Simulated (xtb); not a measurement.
xtb input (GFN2-xTB):

```bash
xtb mol.xyz --gfn 2 --ohess tight --chrg 0 --uhf 0
```
mol.xyz:
```
12

C      2.80041529    -0.58240394     0.24867051
O      1.51289241    -1.14918152    -0.01969181
Ga     0.02888531    -0.21307468    -0.03463423
Cl     0.04308760     1.92220986     0.39088593
O     -1.54705463    -1.03668694    -0.43570185
C     -2.80328009    -0.37947905    -0.48205966
H      3.44384442    -0.78560493    -0.60122947
H      3.20042410    -1.12135203     1.11036156
H      2.71660793     0.40633251     0.45692401
H     -2.70746627     0.67256617    -0.20788452
H     -3.22316560    -0.40555955    -1.45239350
H     -3.44001469    -0.85432980     0.22350696
```

Output:

```
           -------------------------------------------------
          |                Calculation Setup                |
           -------------------------------------------------

           -------------------------------------------------
          |                 G F N 2 - x T B                 |
           -------------------------------------------------

        Reference                      10.1021/acs.jctc.8b01176
      * Hamiltonian:
        H0-scaling (s, p, d)           1.850000    2.230000    2.230000
        zeta-weighting                 0.500000
      * Dispersion:
        s8                             2.700000
        a1                             0.520000
        a2                             5.000000
        s9                             5.000000
      * Repulsion:
        kExp                           1.500000    1.000000
        rExp                           1.000000
      * Coulomb:
        alpha                          2.000000
        third order                    shell-resolved
        anisotropic                    true
        a3                             3.000000
        a5                             4.000000
        cn-shift                       1.200000
        cn-exp                         4.000000
        max-rad                        5.000000

          ...................................................
          :                      SETUP                      :
          :.................................................:
          :  # basis functions                  42          :
          :  # atomic orbitals                  40          :
          :  # shells                           20          :
          :  # electrons                        36          :
          :  max. iterations                   250          :
          :  Hamiltonian                  GFN2-xTB          :
          :  restarted?                      false          :
          :  GBSA solvation                  false          :
          :  PC potential                    false          :
          :  electronic temp.          300.0000000     K    :
          :  accuracy                    1.0000000          :
          :  -> integral cutoff          0.2500000E+02      :
          :  -> integral neglect         0.1000000E-07      :
          :  -> SCF convergence          0.1000000E-05 Eh   :
          :  -> wf. convergence          0.1000000E-03 e    :
          :  Broyden damping             0.4000000          :
          :  net charge                          0          :
          :  unpaired electrons                  0          :
          ...................................................

 iter      E             dE          RMSdq      gap      omega  full diag
   1    -21.4026212 -0.214026E+02  0.105E+01    3.56       0.0  T
   2    -21.4497728 -0.471516E-01  0.558E+00    3.29       1.0  T
   3    -21.4504749 -0.702113E-03  0.209E+00    3.36       1.0  T
   4    -21.4508603 -0.385345E-03  0.114E+00    3.30       1.0  T
   5    -21.4507372  0.123025E-03  0.650E-01    3.38       1.0  T
   6    -21.4509022 -0.164911E-03  0.112E-01    3.35       1.0  T
[...]
   1 H    6 C           6     1.0940074     1.0961483     1.0929317
   6 C    8 O           2     1.4171133     1.4172227     1.4170039
   8 O   31 Ga          2     1.7594070     1.7597762     1.7590378
  17 Cl  31 Ga          1     2.1020172     2.1020172     2.1020172

           -------------------------------------------------
          |               Frequency Printout                |
           -------------------------------------------------
 projected vibrational frequencies (cm⁻¹)
eigval :       -0.00    -0.00    -0.00     0.00     0.00     0.00
eigval :       67.84    70.79    77.58    90.57    92.49   115.31
eigval :      140.15   213.58   245.50   336.70   449.56   464.75
eigval :     1033.27  1041.83  1118.19  1121.23  1123.03  1125.97
eigval :     1403.88  1405.38  1464.72  1464.92  1466.93  1467.75
eigval :     2898.51  2901.95  2949.84  2951.07  2953.84  2954.93
 reduced masses (amu)
   1: 34.30   2: 29.73   3: 39.26   4: 24.74   5: 29.28   6: 23.63   7: 20.22   8: 25.65
   9: 21.41  10:  3.70  11:  2.59  12: 12.84  13: 34.37  14: 25.20  15: 12.93  16: 34.93
  17: 32.26  18: 31.57  19: 13.79  20: 13.80  21:  3.46  22:  3.73  23:  3.48  24:  3.79
  25:  2.26  26:  2.27  27:  1.55  28:  1.55  29:  1.59  30:  1.58  31:  1.77  32:  1.78
  33:  1.96  34:  1.97  35:  1.40  36:  1.38
 IR intensities (km·mol⁻¹)
   1:  0.03   2:  0.00   3:  0.01   4:  0.06   5:  0.12   6:  0.21   7:  0.26   8:  3.21
   9:  2.53  10:  0.17  11:  0.07  12:  0.01  13: 31.51  14: 11.88  15: 29.76  16:  1.96
  17:103.31  18: 30.33  19:183.32  20:  2.28  21:  0.07  22:  6.74  23:  0.30  24:  0.06
  25:  0.01  26:  3.87  27:  0.61  28:  7.13  29: 11.71  30:  3.41  31: 23.46  32: 23.61
  33: 17.49  34: 26.14  35: 12.76  36: 33.72
 Raman intensities (Ä⁴*amu⁻¹)
   1:  0.00   2:  0.00   3:  0.00   4:  0.00   5:  0.00   6:  0.00   7:  0.00   8:  0.00
   9:  0.00  10:  0.00  11:  0.00  12:  0.00  13:  0.00  14:  0.00  15:  0.00  16:  0.00
  17:  0.00  18:  0.00  19:  0.00  20:  0.00  21:  0.00  22:  0.00  23:  0.00  24:  0.00
  25:  0.00  26:  0.00  27:  0.00  28:  0.00  29:  0.00  30:  0.00  31:  0.00  32:  0.00
  33:  0.00  34:  0.00  35:  0.00  36:  0.00
 output can be read by thermo (or use thermo option).
 writing <g98.out> molden fake output.
 recommended (thermochemical) frequency scaling factor: 1.0
Molecule has the following symmetry elements: (C2) 2*(sigma)
It seems to be the C2v point group
           -------------------------------------------------
          |             Thermodynamic Functions             |
           -------------------------------------------------

c2v symmetry found (for desy threshold:  0.10E+00) used in thermo

          ...................................................
          :                      SETUP                      :
          :.................................................:
          :  # frequencies                          30      :
          :  # imaginary freq.                       0      :
          :  linear?                             false      :
          :  only rotor calc.                    false      :
          :  symmetry                              c2v      :
          :  rotational number                       2      :
          :  scaling factor                  1.0000000      :
          :  rotor cutoff                   50.0000000 cm⁻¹ :
          :  imag. cutoff                  -20.0000000 cm⁻¹ :
          :.................................................:

    mode    ω/cm⁻¹     T·S(HO)/kcal·mol⁻¹    T·S(FR)/kcal·mol⁻¹   T·S(vib)
   ------------------------------------------------------------------------
       1     67.84    -1.25672 ( 77.22%)    -0.96595 ( 22.78%)    -1.19047
       2     70.79    -1.23171 ( 80.07%)    -0.95333 ( 19.93%)    -1.17624
       3     77.58    -1.17808 ( 85.28%)    -0.92625 ( 14.72%)    -1.14101
       4     90.57    -1.08756 ( 91.50%)    -0.88039 (  8.50%)    -1.06996
       5     92.49    -1.07537 ( 92.13%)    -0.87420 (  7.87%)    -1.05953
       6    115.31    -0.94738 ( 96.59%)    -0.80889 (  3.41%)    -0.94265
       7    140.15    -0.83536 ( 98.41%)    -0.75111 (  1.59%)    -0.83402
       8    213.58    -0.60012 ( 99.70%)    -0.62634 (  0.30%)    -0.60020
       9    245.50    -0.52554 ( 99.83%)    -0.58509 (  0.17%)    -0.52564
   ------------------------------------------------------------------------

   temp. (K)  partition function   enthalpy   heat capacity  entropy
                                   cal/mol     cal/K/mol   cal/K/mol   J/K/mol
 298.15  VIB  0.542E+04             4614.696     23.047     31.899
         ROT  0.223E+06              888.752      2.981     27.456
         INT  0.121E+10             5503.448     26.028     59.355
         TR   0.209E+28             1481.254      4.968     41.232
         TOT                        6984.7021    30.9961   100.5876   420.8585

       T/K    H(0)-H(T)+PV         H(T)/Eh          T*S/Eh         G(T)/Eh
   ------------------------------------------------------------------------
    298.15    0.111308E-01    0.913497E-01    0.477924E-01    0.435573E-01
   ------------------------------------------------------------------------

         :::::::::::::::::::::::::::::::::::::::::::::::::::::
         ::                  THERMODYNAMIC                  ::
         :::::::::::::::::::::::::::::::::::::::::::::::::::::
         :: total free energy         -21.271568599227 Eh   ::
         ::.................................................::
         :: total energy              -21.315125909221 Eh   ::
         :: zero point energy           0.080218891392 Eh   ::
         :: G(RRHO) w/o ZPVE           -0.036661581398 Eh   ::
         :: G(RRHO) contrib.            0.043557309994 Eh   ::
         :::::::::::::::::::::::::::::::::::::::::::::::::::::

optimized geometry written to: xtbopt.xyz

           -------------------------------------------------
          | TOTAL ENERGY              -21.315125909221 Eh   |
          | TOTAL ENTHALPY            -21.223776186459 Eh   |
          | TOTAL FREE ENERGY         -21.271568599227 Eh   |
          | GRADIENT NORM               0.000339363685 Eh/α |
          | HOMO-LUMO GAP               3.493586485285 eV   |
           -------------------------------------------------

------------------------------------------------------------------------
------------------------------------------------------------------------
 total:
Note: The following floating-point exceptions are signalling: IEEE_UNDERFLOW_FLAG IEEE_DENORMAL
normal termination of xtb
 SCF:
 ANC optimizer:
 analytical hessian:
```
